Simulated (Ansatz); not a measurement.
(4-phenylthiophenyl)diphenylsulfonium hexafluorophosphate (C₂₄H₁₉F₆PS₂), relaxed as a singlet with RKS PBE-D4/def2-SVP in Ansatz, starting from the GFN2-xTB geometry. Force threshold 0.03 eV/Å.

Single mean-field runs in def2-SVP are fitted with def2-universal-jkfit.

Start:

Cartesian coordinates in Å:
```
F 0.448 6.536 -0.748
P 1.175 5.271 -0.105
F 2.621 5.760 -0.601
F 0.995 4.426 -1.506
F 1.347 5.999 1.312
F 1.897 3.909 0.539
F -0.265 4.651 0.382
C -1.881 -6.361 -0.371
C -3.234 -6.147 -0.577
C -3.670 -4.989 -1.196
C -2.743 -4.046 -1.615
S -3.320 -2.601 -2.487
C -2.308 -1.333 -1.791
C -1.943 -1.357 -0.449
C -1.148 -0.354 0.071
C -0.721 0.680 -0.750
S 0.372 2.012 -0.213
C 1.929 1.139 -0.473
C 2.878 1.784 -1.250
C 4.087 1.154 -1.499
C 4.333 -0.108 -0.985
C 3.372 -0.746 -0.216
C 2.162 -0.125 0.045
C 0.122 1.930 1.560
C -1.165 2.185 2.011
C -1.411 2.208 3.372
C -0.376 1.994 4.268
C 0.910 1.772 3.805
C 1.170 1.746 2.444
C -1.120 0.732 -2.079
C -1.914 -0.271 -2.600
C -1.385 -4.263 -1.430
C -0.960 -5.417 -0.798
H -1.543 -7.264 0.114
H -3.955 -6.881 -0.252
H -4.722 -4.813 -1.359
H -2.280 -2.160 0.189
H -0.884 -0.376 1.118
H 2.677 2.771 -1.631
H 4.835 1.657 -2.092
H 5.275 -0.597 -1.182
H 3.562 -1.728 0.189
H 1.418 -0.623 0.648
H -1.956 2.377 1.303
H -2.409 2.408 3.729
H -0.569 2.019 5.330
H 1.721 1.633 4.503
H 2.175 1.612 2.079
H -0.798 1.556 -2.696
H -2.225 -0.243 -3.632
H -0.666 -3.535 -1.777
H 0.097 -5.583 -0.651
```

```csv
step,energy (eV),largest force component (eV/Å),SCF passes
1,-72362.1050,1.128,23
2,-72362.5486,0.634,21
3,-72362.6141,0.164,21
4,-72362.6257,0.108,20
5,-72362.6327,0.074,20
6,-72362.6437,0.098,20
7,-72362.6502,0.124,20
8,-72362.6557,0.123,20
9,-72362.6680,0.105,19
10,-72362.6749,0.182,19
11,-72362.6828,0.151,20
13,-72362.7136,0.285,19
15,-72362.7476,0.339,19
17,-72362.7811,0.232,19
19,-72362.7983,0.237,21
21,-72362.8084,0.274,21
23,-72362.8176,0.309,21
25,-72362.8280,0.200,20
27,-72362.8327,0.033,20
29,-72362.8336,0.016,20
31,-72362.8346,0.071,19
33,-72362.8357,0.015,21
```

Force components are those of the run's own axes.

End:

Cartesian coordinates in Å:
```
F -1.046 5.112 -2.423
P -0.040 4.881 -1.163
F 1.074 5.896 -1.778
F 0.680 3.602 -1.987
F -0.742 6.069 -0.298
F 0.986 4.555 0.132
F -1.131 3.776 -0.508
C -2.890 -6.364 -0.318
C -3.974 -5.478 -0.214
C -3.984 -4.286 -0.955
C -2.903 -3.986 -1.806
S -2.944 -2.498 -2.799
C -1.900 -1.389 -1.891
C -1.384 -1.668 -0.606
C -0.577 -0.729 0.045
C -0.283 0.486 -0.596
S 0.706 1.789 0.111
C 2.415 1.308 -0.140
C 3.291 2.401 -0.264
C 4.651 2.139 -0.482
C 5.110 0.816 -0.592
C 4.211 -0.260 -0.493
C 2.847 -0.021 -0.270
C 0.447 1.679 1.881
C -0.502 2.596 2.367
C -0.767 2.606 3.744
C -0.083 1.734 4.606
C 0.881 0.845 4.100
C 1.159 0.813 2.726
C -0.814 0.798 -1.863
C -1.613 -0.148 -2.508
C -1.820 -4.880 -1.921
C -1.814 -6.064 -1.170
H -2.886 -7.299 0.264
H -4.820 -5.714 0.450
H -4.825 -3.581 -0.879
H -1.624 -2.619 -0.109
H -0.202 -0.937 1.058
H 2.892 3.427 -0.206
H 5.354 2.979 -0.584
H 6.178 0.619 -0.772
H 4.572 -1.294 -0.599
H 2.130 -0.853 -0.219
H -0.997 3.288 1.668
H -1.505 3.317 4.146
H -0.290 1.756 5.687
H 1.429 0.176 4.781
H 1.932 0.142 2.323
H -0.599 1.778 -2.317
H -2.030 0.082 -3.500
H -0.989 -4.638 -2.600
H -0.967 -6.762 -1.258
```

By distances, no bond broke or formed. The bond that changes most is P2–F7, from 1.64 to 1.69 Å (atoms count from 1).

The force fell under the threshold at step 28, but the optimiser went on and released 0.002 eV more. No frequencies were taken in this run, so the end may be a saddle point.

It took 3 min on 2 threads of AMD EPYC 7R13 on a shared host and a share (18 GiB) of an NVIDIA H100 80GB HBM3, peak host memory 1.1 GiB.
